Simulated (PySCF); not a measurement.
A side-by-side comparison of computed properties.

First species: cyclopentanemethanol, C6H12O.
SMILES with atom numbers: `[OH:1][CH2:2][CH:3]1[CH2:4][CH2:5][CH2:6][CH2:7]1` (hydrogens: H8 on O1; H9, H10 on C2; H11 on C3; H12, H13 on C4; H14, H15 on C5; H16, H17 on C6; H18, H19 on C7)

Second species: cyclohexanol, C6H12O.
SMILES: `OC1CCCCC1`

Levels: wB97X-D/def2-SVPD for HOMO energy, LUMO energy, HOMO–LUMO gap and static isotropic polarisability; TDDFT wB97X-D/def2-SVPD for lowest singlet excitation; TDA wB97X-D/def2-SVPD for lowest triplet excitation (Tamm–Dancoff). Geometries: GFN2-xTB. Each species is one conformer at its optimised geometry, gas phase, non-relativistic unless stated; the electronic structure was computed with PySCF and density fitting.

Values for the first species:

* HOMO energy: -9.65 eV
* LUMO energy: 2.27 eV
* HOMO–LUMO gap: 11.92 eV
* Lowest singlet excitation: 7.18 eV
* Lowest triplet excitation (Tamm–Dancoff): 6.95 eV
* Static isotropic polarisability: 73.3 au

(1) Estimate the same properties for the second species, and the change in each.

## Answers

(1) 
| property | first | second | second less first |
| --- | --- | --- | --- |
| HOMO energy | -9.65 eV | -9.46 eV | +0.19 eV |
| LUMO energy | 2.27 eV | 2.39 eV | +0.12 eV |
| HOMO–LUMO gap | 11.92 eV | 11.85 eV | -0.07 eV |
| lowest singlet excitation | 7.18 eV | 7.25 eV | +0.07 eV |
| lowest triplet excitation (Tamm–Dancoff) | 6.95 eV | 7.05 eV | +0.10 eV |
| static isotropic polarisability | 73.3 au | 73.2 au | -0.1 au |

On the first: S1 lies 4.74 eV below the HOMO–LUMO gap; its leading configuration is HOMO→LUMO, weight 0.71. In wavenumbers S1 is 57900 cm⁻¹ (1 eV = 8065.54 cm⁻¹).

On the second: No computed singlet falls in the visible range (750 to 380 nm, 1.65 to 3.26 eV); S1 lies 3.99 eV above its blue end. The principal polarisabilities are 66.1, 74.4 and 79.1 au; their mean is the isotropic value.
